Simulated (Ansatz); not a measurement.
Zr₆O₂₀H₁₆, relaxed as a singlet with RKS PBE-D4/def2-SVP in Ansatz, starting from the GFN2-xTB geometry. Force threshold 0.03 eV/Å.

In the def2 sets Zr takes a core potential; there is no spin–orbit coupling. Single mean-field runs in def2-SVP are fitted with def2-universal-jkfit.

Start:

```xyz
42

Zr   -0.999    1.995    0.030
Zr   -0.130   -0.434    2.149
Zr   -1.872   -1.449   -0.464
Zr    2.256    1.770    0.594
Zr   -0.378    0.510   -2.619
Zr    1.573   -1.081   -0.634
O     0.971   -1.697    3.109
O    -0.969   -0.059    3.875
O    -3.743   -1.025   -0.241
O    -1.694   -1.860    1.656
O     3.175   -2.100   -1.009
O     0.598   -2.559    0.353
O    -2.136    0.910    1.343
O     2.068   -0.116    0.980
O     0.466    1.736    2.288
O     3.754    1.472   -0.645
O    -2.237   -3.303   -0.867
O    -2.160   -0.718   -2.542
O    -0.338   -0.139   -0.270
O     0.306   -1.771   -2.358
O    -1.652    3.771    0.502
O    -0.406    0.986   -4.489
O     0.813    2.363   -0.448
O    -1.518    1.792   -1.818
O     3.238    2.946    1.758
O     1.715    0.452   -2.304
H     1.830   -1.862    2.691
H    -0.833   -0.731    4.564
H    -4.129   -1.128    0.644
H    -1.546   -2.790    1.913
H     4.062   -1.714   -0.954
H     0.847   -3.496    0.412
H    -2.811    1.120    2.013
H     0.219    2.249    3.084
H     4.654    1.539   -0.287
H    -2.996   -3.524   -1.430
H    -2.994   -0.219   -2.629
H     0.386   -2.506   -2.991
H    -1.635    4.477   -0.166
H    -1.044    1.615   -4.862
H     2.849    3.472    2.473
H     2.438    1.104   -2.406
```

| step | energy (eV) | largest force component (eV/Å) | SCF passes |
| --- | --- | --- | --- |
| 1 | -48858.7989 | 3.106 | 25 |
| 2 | -48861.0322 | 1.785 | 27 |
| 3 | -48861.5054 | 0.905 | 27 |
| 4 | -48861.7868 | 1.204 | 27 |
| 5 | -48862.1249 | 0.492 | 27 |
| 6 | -48862.2440 | 0.749 | 28 |
| 7 | -48862.3179 | 0.716 | 21 |
| 8 | -48862.3940 | 0.851 | 22 |
| 9 | -48862.4383 | 1.075 | 22 |
| 10 | -48862.4916 | 0.985 | 21 |
| 11 | -48862.5608 | 0.802 | 22 |
| 14 | -48862.7698 | 1.127 | 27 |
| 17 | -48862.9384 | 0.375 | 21 |
| 20 | -48862.9732 | 0.071 | 22 |
| 23 | -48862.9993 | 0.370 | 21 |
| 26 (rejected) | -48862.9950 | 0.508 | 27 |
| 29 | -48863.0473 | 0.402 | 21 |
| 32 (rejected) | -48863.0538 | 1.370 | 22 |
| 35 | -48863.0802 | 0.476 | 22 |
| 38 | -48863.1002 | 0.382 | 27 |
| 41 | -48863.1872 | 0.452 | 20 |
| 44 | -48863.2179 | 0.212 | 21 |
| 47 | -48863.2602 | 0.224 | 21 |
| 50 | -48863.2765 | 0.047 | 22 |
| 52 | -48863.2780 | 0.015 | 23 |

Force components are those of the run's own axes.

End:

```xyz
42

Zr   -0.633    2.940    0.364
Zr   -0.443   -0.447    1.864
Zr   -1.384   -2.250   -0.806
Zr    2.354    2.029    1.171
Zr   -0.862    0.668   -2.334
Zr    1.634   -0.667   -0.677
O    -0.203   -1.819    3.305
O    -0.506    0.791    3.547
O    -3.086   -3.304   -0.967
O    -2.096   -1.663    1.147
O     2.898   -2.071   -1.222
O     0.522   -2.211    0.494
O    -1.678    1.428    1.427
O     1.496    0.152    1.327
O     0.654    2.667    2.198
O     3.282    0.723   -0.295
O    -0.506   -3.999   -1.278
O    -2.413   -0.784   -2.067
O    -0.497   -0.210   -0.350
O     0.220   -1.468   -2.274
O    -1.382    4.693    0.697
O    -1.162    0.929   -4.240
O     1.323    2.891   -0.270
O    -1.285    2.339   -1.414
O     3.894    2.875    2.017
O     1.245    0.920   -2.117
H     0.007   -2.753    3.137
H    -0.209    0.308    4.342
H    -3.966   -2.931   -0.788
H    -2.529   -2.302    1.740
H     2.827   -2.999   -1.500
H     0.924   -3.081    0.674
H    -1.917    1.682    2.345
H     0.257    2.081    2.931
H     3.894    0.961   -1.014
H    -1.177   -4.688   -1.444
H    -3.038   -1.062   -2.758
H     0.545   -2.058   -2.979
H    -1.783    5.531    0.429
H    -1.259    1.046   -5.194
H     4.607    3.310    2.502
H     1.433    1.799   -1.668
```

Bonds lost: Zr1–O19, Zr2–O15 (atoms count from 1). Bonds formed: Zr6–O16 (atoms count from 1). Metal–metal contacts that move far: Zr1–Zr3 3.59 to 5.37 Å.

No frequencies were taken in this run, so the end may be a saddle point.

It took 5.9 min on 2 threads of AMD EPYC 7R13 on a shared host and a share (18 GiB) of an NVIDIA H100 80GB HBM3, peak host memory 1.2 GiB.
